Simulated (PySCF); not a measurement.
PySCF input (BP86/6-31G* with LANL2DZ past Ar (5d)):

```python
from pyscf import gto, dft

mol = gto.M(
    atom='''
    In   -0.00000000   -0.00000000   -0.30051582
    F     0.00000000    0.00000000    1.63614168
    ''',
    basis={'default': '6-31g*', 'In': 'lanl2dz'},
    ecp={'In': 'lanl2dz'},
    charge=1,
    spin=1,
    symmetry='C2v',
    verbose=4,
)

mf = dft.UKS(mol, xc='bp86')
mf.grids.level = 3
mf.conv_tol = 1e-9
mf.max_cycle = 100
mf.max_memory = 1500
mf.kernel()
if not mf.converged:
    mf = mf.newton()
    mf.kernel(mf.make_rdm1())
mf.dip_moment()
```

Output:

```
PySCF version 2.14.0

[INPUT] verbose = 4
[INPUT] num. atoms = 2
[INPUT] num. electrons = 11
[INPUT] charge = 1
[INPUT] spin (= nelec alpha-beta = 2S) = 1
[INPUT] symmetry C2v subgroup None
[INPUT] Mole.unit = angstrom
[INPUT] Symbol           X                Y                Z      unit          X                Y                Z       unit  Magmom
[INPUT]  1 In     0.000000000000   0.000000000000  -0.300515820000 AA    0.000000000000   0.000000000000  -0.567892595899 Bohr   0.0
[INPUT]  2 F      0.000000000000   0.000000000000   1.636141680000 AA    0.000000000000   0.000000000000   3.091859676186 Bohr   0.0

nuclear repulsion = 7.37754853134331
point group symmetry = Coov, use subgroup C2v
symmetry origin: [ 0.00000000e+00  0.00000000e+00 -1.95488909e-09]
symmetry axis x: [1. 0. 0.]
symmetry axis y: [0. 1. 0.]
symmetry axis z: [0. 0. 1.]
num. orbitals of irrep A1 = 11
num. orbitals of irrep A2 = 1
num. orbitals of irrep B1 = 5
num. orbitals of irrep B2 = 5
number of shells = 10
number of NR pGTOs = 39
number of NR cGTOs = 22
basis = {'default': '6-31g*', 'In': 'lanl2dz'}
ecp = {'In': 'lanl2dz'}

******** <class 'pyscf.dft.uks_symm.SymAdaptedUKS'> ********
method = SymAdaptedUKS
initial guess = minao
damping factor = 0
level_shift factor = 0
DIIS = <class 'pyscf.scf.diis.CDIIS'>
diis_start_cycle = 1
diis_space = 8
diis_damp = 0
SCF conv_tol = 1e-09
SCF conv_tol_grad = None
SCF max_cycles = 100
direct_scf = True
direct_scf_tol = 1e-13
number electrons alpha = 6  beta = 5
XC library pyscf.dft.libxc version 7.1.2
    S. Lehtola, C. Steigemann, M. J. T. Oliveira, and M. A. L. Marques,  SoftwareX 7, 1–5 (2018)
XC functionals = bp86
    A. D. Becke,  Phys. Rev. A 38, 3098 (1988)
    J. P. Perdew,  Phys. Rev. B 33, 8822 (1986)
    J. P. Perdew,  Phys. Rev. B 34, 7406–7406 (1986)
radial grids:
    Treutler-Ahlrichs [JCP 102, 346 (1995); DOI:10.1063/1.469408] (M4) radial grids

becke partition: Becke, JCP 88, 2547 (1988); DOI:10.1063/1.454033
pruning grids: <function nwchem_prune>
grids dens level: 3
symmetrized grids: C2v
atomic radii adjust function: <function treutler_atomic_radii_adjust>
small_rho_cutoff = 0
Freeze 0 electrons in irreps []
    11 free electrons in irreps A1 A2 B1 B2
Set gradient conv threshold to 3.16228e-05
tot grids = 36136
init E= -93.2058154556171
alpha HOMO (A1) = -0.136599891293224  LUMO (B1) = -0.0047802990103209
beta  HOMO (B1) = -0.426728053148705  LUMO (A1) = -0.136599891293223

WARN: HOMO -0.136599891293224 >= LUMO -0.136599891293223

WARN: alpha-A1 HOMO -0.136599891293224 > system LUMO -0.136599891293223

WARN: beta-A1 LUMO -0.136599891293223 < system HOMO -0.136599891293224

cycle= 1 E= -101.241299011883  delta_E= -8.04  |g|= 0.611  |ddm|= 1.65
alpha HOMO (A1) = -0.32604276993945  LUMO (B1) = -0.176968033328816
beta  HOMO (B1) = -0.336593495034603  LUMO (A1) = -0.288808972324745
  HOMO = -0.326042769939  LUMO = -0.288808972325  gap/eV = 1.01318
cycle= 2 E= -93.3538232807462  delta_E= 7.89  |g|= 2.92  |ddm|= 2.32
alpha HOMO (A1) = -0.521105598979918  LUMO (B2) = -0.33426607108158
beta  HOMO (B2) = -0.567814053334475  LUMO (A1) = -0.450365758699418
  HOMO = -0.52110559898  LUMO = -0.450365758699  gap/eV = 1.92493
cycle= 3 E= -101.41978502082  delta_E= -8.07  |g|= 0.0664  |ddm|= 2.13
alpha HOMO (B1) = -0.520692435794879  LUMO (B2) = -0.337624831200742
beta  HOMO (B1) = -0.517011843841511  LUMO (A1) = -0.464371026378997
  HOMO = -0.517011843842  LUMO = -0.464371026379  gap/eV = 1.43243
cycle= 4 E= -101.421287804277  delta_E= -0.0015  |g|= 0.109  |ddm|= 0.243
alpha HOMO (A1) = -0.526389528821275  LUMO (B1) = -0.336371835388764
beta  HOMO (B1) = -0.526708547823622  LUMO (A1) = -0.469217602917055
  HOMO = -0.526389528821  LUMO = -0.469217602917  gap/eV = 1.55573
cycle= 5 E= -101.424477866398  delta_E= -0.00319  |g|= 0.0821  |ddm|= 0.0381
alpha HOMO (A1) = -0.528177529295089  LUMO (B2) = -0.335054022745101
beta  HOMO (B2) = -0.532722605792296  LUMO (A1) = -0.471542156480087
  HOMO = -0.528177529295  LUMO = -0.47154215648  gap/eV = 1.54113
cycle= 6 E= -101.42664083345  delta_E= -0.00216  |g|= 0.0456  |ddm|= 0.0279
alpha HOMO (A1) = -0.529633360146379  LUMO (B2) = -0.334217779799368
beta  HOMO (B1) = -0.540302741070838  LUMO (A1) = -0.473859225934181
  HOMO = -0.529633360146  LUMO = -0.473859225934  gap/eV = 1.51769
cycle= 7 E= -101.42760932201  delta_E= -0.000968  |g|= 0.00199  |ddm|= 0.0318
alpha HOMO (A1) = -0.529391677649867  LUMO (B2) = -0.334159458126021
beta  HOMO (B2) = -0.540794155622434  LUMO (A1) = -0.473646463057117
  HOMO = -0.52939167765  LUMO = -0.473646463057  gap/eV = 1.51690
cycle= 8 E= -101.427613936212  delta_E= -4.61e-06  |g|= 0.000417  |ddm|= 0.00416
alpha HOMO (A1) = -0.529379452458615  LUMO (B2) = -0.334217814616714
beta  HOMO (B2) = -0.540714843054873  LUMO (A1) = -0.473600370657479
  HOMO = -0.529379452459  LUMO = -0.473600370657  gap/eV = 1.51783
cycle= 9 E= -101.427614044068  delta_E= -1.08e-07  |g|= 0.000196  |ddm|= 0.000714
alpha HOMO (A1) = -0.529381897617169  LUMO (B1) = -0.334209585626229
beta  HOMO (B1) = -0.540751090991004  LUMO (A1) = -0.473607279503819
  HOMO = -0.529381897617  LUMO = -0.473607279504  gap/eV = 1.51770
cycle= 10 E= -101.427614062848  delta_E= -1.88e-08  |g|= 1.83e-05  |ddm|= 0.000174
alpha HOMO (A1) = -0.529381273360571  LUMO (B2) = -0.334209814910165
beta  HOMO (B1) = -0.540748540527339  LUMO (A1) = -0.473606522920697
  HOMO = -0.529381273361  LUMO = -0.473606522921  gap/eV = 1.51771
cycle= 11 E= -101.427614062997  delta_E= -1.49e-10  |g|= 6.43e-07  |ddm|= 1.39e-05
alpha HOMO (A1) = -0.529381394975857  LUMO (B1) = -0.334209819569433
beta  HOMO (B1) = -0.540749062018904  LUMO (A1) = -0.473606749697685
  HOMO = -0.529381394976  LUMO = -0.473606749698  gap/eV = 1.51771
Extra cycle  E= -101.427614062995  delta_E= 2e-12  |g|= 2.28e-06  |ddm|= 2.06e-06
converged SCF energy = -101.427614062995  <S^2> = 0.75282094  2S+1 = 2.002819

WARN: System has nonzero charge 1; the dipole moment is origin-dependent.
Location of origin: [0. 0. 0.]

Dipole moment(X, Y, Z, Debye):  0.00000,  0.00000, -3.46390
```

The dipole moment of an ion depends on the origin.
